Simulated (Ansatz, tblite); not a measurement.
Cost and result up the ladder for `O[Si](O)(O)CCC(F)(F)C(F)(F)C(F)(F)C(F)(F)C(F)(F)C(F)(F)F` (32 atoms). The state is a singlet with charge 0. Geometry: PBE-D4/def2-SVP.

```xyz
32

O    -2.1413    1.3291    2.0403
Si   -1.7535    2.8608    1.4836
O    -3.0024    3.9475    1.6848
O    -0.4555    3.4154    2.3868
C    -1.4171    2.9224   -0.3738
C    -0.0203    2.5096   -0.8575
C     0.4985    1.1267   -0.4879
F     1.7761    1.0049   -0.9621
F     0.5550    0.9678    0.8785
C    -0.3092   -0.0758   -1.0600
F    -0.2728   -0.0151   -2.4091
F    -1.6222    0.0503   -0.6685
C     0.0844   -1.5287   -0.6026
F    -0.2133   -1.6489    0.7148
F    -0.7189   -2.3637   -1.3111
C     1.5657   -1.9684   -0.8152
F     2.3326   -1.3860    0.1344
F     1.9716   -1.5549   -2.0412
C     1.8419   -3.5158   -0.7737
F     1.2650   -4.0966   -1.8493
F     3.1879   -3.6515   -0.8705
C     1.3900   -4.2928    0.5013
F     1.9092   -5.5287    0.4591
F     0.0516   -4.3905    0.5462
F     1.8249   -3.6750    1.6104
H    -2.2274    0.6540    1.3454
H    -3.2838    4.0726    2.6072
H     0.1504    2.6973    2.6438
H    -1.5649    3.9890   -0.6451
H    -2.2121    2.3693   -0.9134
H     0.0648    2.5818   -1.9615
H     0.7450    3.1937   -0.4343
```

Ansatz on 2 threads of AMD EPYC 7R13 on a shared host and a share (18 GiB) of an NVIDIA H100 80GB HBM3; xTB runs through tblite on one thread. Times are rough, summed over both states, and most runs start from the orbitals of an earlier one. B2PLYP/def2-TZVP serves as the yardstick here, not as an exact answer. The other state is a doublet.

The xTB rows come from tblite. Correlated methods freeze 29 core orbitals. Single mean-field runs in def2-TZVP are fitted with def2-universal-jkfit. HOMO above LUMO, or a gap near zero within one spin, warns that the state may not be the lowest or that an electron is smeared out.

Correlated methods converge slowly with the basis.

Raw xTB energies of ions are shifted by several eV.

```csv
level,functions,wall time,vertical IE (eV),difference from B2PLYP/def2-TZVP (eV),remarks
GFN1-xTB,119,0.14 s,15.09,4.24,–
GFN2-xTB,112,0.14 s,14.62,3.77,–
PBE-D4/def2-TZVP (with forces),823,23 s,9.79,-1.06,gap within one spin near zero (+1 doublet)
PBE0-D4/def2-TZVP,823,32 s,10.68,-0.17,–
B2PLYP/def2-TZVP,823,36 s,10.85,0.00,–
```
